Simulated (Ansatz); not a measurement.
Reaction (redistribution): `[NH2][SnH2][SiH2]O` + `NCBCl` → `O[SiH2][SnH2][Cl]` + `NBCN`

Program: Ansatz. Geometries: PBE0-D4/def2-TZVP. ΔE: electronic, gas phase. CBS: MP2 limit from def2 TZ/QZ plus the TZ coupled-cluster correction, frozen cores. Functionals use def2-TZVPP. B3LYP here is the variant with VWN-RPA as its local correlation; programs differ in this. Elements past krypton have def2 core potentials. For Sn outer-core shells are correlated without core-valence functions, which leaves a few kJ/mol of doubt a bond. Each species was taken in one conformer, which may not be the lowest.

`[NH2][SnH2][SiH2]O`:

Cartesian coordinates in Å:
```
N 1.607 0.093 0.365
Sn 0.279 -0.434 -1.148
Si -1.704 0.182 0.372
O -0.833 0.655 1.679
H 2.235 0.842 0.097
H 2.186 -0.680 0.670
H 0.651 0.537 -2.506
H 0.583 -2.071 -1.541
H -2.594 -0.970 0.675
H -2.544 1.282 -0.172
H 0.134 0.565 1.509
```

`NCBCl`:

Cartesian coordinates in Å:
```
N 1.001 -0.572 0.700
C -0.317 -0.043 0.441
B -0.513 0.806 -0.839
Cl 0.704 0.870 -2.092
H 1.448 -0.884 -0.151
H 0.980 -1.345 1.350
H -1.119 -0.808 0.342
H -0.657 0.572 1.288
H -1.527 1.403 -1.039
```

`O[SiH2][SnH2][Cl]`:

Z-matrix (Å, degrees):
```
Si
Sn 1 2.578
O 1 1.640 2 104.8
H 1 1.487 2 109.2 3 120.8
H 1 1.483 2 111.9 3 -118.4
Cl 2 2.375 1 95.9 3 -15.4
H 2 1.706 1 119.4 3 94.7
H 2 1.706 1 119.7 3 -125.8
H 3 0.964 1 116.0 2 19.1
```

`NBCN`:

Z-matrix (Å, degrees):
```
C
B 1 1.576
N 1 1.459 2 113.3
H 1 1.100 2 105.8 3 -118.0
H 1 1.105 2 110.1 3 129.0
N 2 1.391 1 120.9 3 -162.4
H 2 1.200 1 121.3 3 18.4
H 3 1.011 1 110.9 2 53.9
H 3 1.012 1 111.4 2 173.0
H 6 1.007 2 123.5 1 1.5
H 6 1.005 2 123.0 1 -177.1
```

```tsv
level	ΔE (eV)
PBE0-D4	-1.35
PBE	-1.30
r2SCAN	-1.34
B3LYP	-1.43
CCSD(T)/def2-TZVPP	-1.29
SCS-MP2/def2-QZVPP	-1.36
MP2/CBS(def2)	-1.32
CCSD/CBS(def2)	-1.40
```

(1) What does CCSD(T)/CBS give? (An estimate is asked.)

Largest T1 diagnostic among the species: 0.013.

Answers

(1) Computed: -1.34 eV. The listed levels differ from it by -0.01, 0.04, 0.00, -0.09, 0.05, -0.02, 0.02, -0.06 eV.

The D4 term adds +0.03 eV with B3LYP and +0.02 eV with PBE0; it sums over pairs of atoms, weighted by their polarisabilities, and B3LYP, whose exchange is more repulsive, gets the larger term. In def2-TZVPP, CCSD(T) changes the Hartree–Fock value by +0.34 eV (the triples alone add +0.06 eV) and MP2 by +0.37 eV.
